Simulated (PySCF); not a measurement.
BH3O, SMILES BO. Atoms are numbered in the order given.

```xyz
5

B     -0.0311     0.7114     0.0000
H      0.9653     1.3728     0.0000
H     -1.1303     1.1974     0.0000
O      0.1278    -0.6270     0.0000
H     -0.7018    -1.1112     0.0000
```
Charge 0, spin multiplicity 1.

Geometry optimised at PBE0-D3(BJ)/def2-TZVP.

Level of theory: M06-2X/def2-TZVPD (PySCF).

Symmetry labels are those of the subgroup Cs that the program uses (full group Cs).

Problem. List the valence orbital energies around the gap with their symmetry. (Estimate from the structure and the level; the computed values follow.)

Solution. 
```csv
orbital,symmetry,energy (eV)
HOMO−7,A',-534.84
HOMO−6,A',-192.23
HOMO−5,A',-31.65
HOMO−4,A',-17.92
HOMO−3,A',-14.74
HOMO−2,A',-13.02
HOMO−1,A",-12.38
HOMO,A',-10.29
LUMO,A',0.08
LUMO+1,A",0.38
LUMO+2,A',0.99
LUMO+3,A',1.58
```
